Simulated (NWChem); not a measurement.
System: AgH$_{2}$OBr; SMILES [Ag]([Br])<-[OH2]

Here is an NWChem input.

```
start job
memory heap 200 mb stack 700 mb global 900 mb
geometry units angstroms noautoz
  Ag     0.072517     0.717971     0.000000
  Br    -0.052439    -1.678339    -0.000000
  O      0.127229     2.946277     0.000000
  H     -0.259166     3.382037     0.769030
  H     -0.259166     3.382038    -0.769030
end
basis spherical
  * library def2-svp
end
ecp
  Ag library def2-ecp
end
dft
  xc hfexch
  iterations 150
  mulliken
end
task dft energy
```

Coordinates come from a PBE0/def2-SVP optimisation. def2 effective core potentials on Ag; no spin-orbit coupling.

Predict the main results of this run. (Hartree-Fock/def2-SVP with def2 effective core potentials on Ag.) Quantities: basis functions; energy (Ha); highest occupied level (eV); orbital gap (eV); dipole (D).


```yaml
number_of_basis_functions: 87
energy (Ha): -2794.22
highest occupied level (eV): -9.04
orbital gap (eV): 10.12
dipole (D): 9.89
```
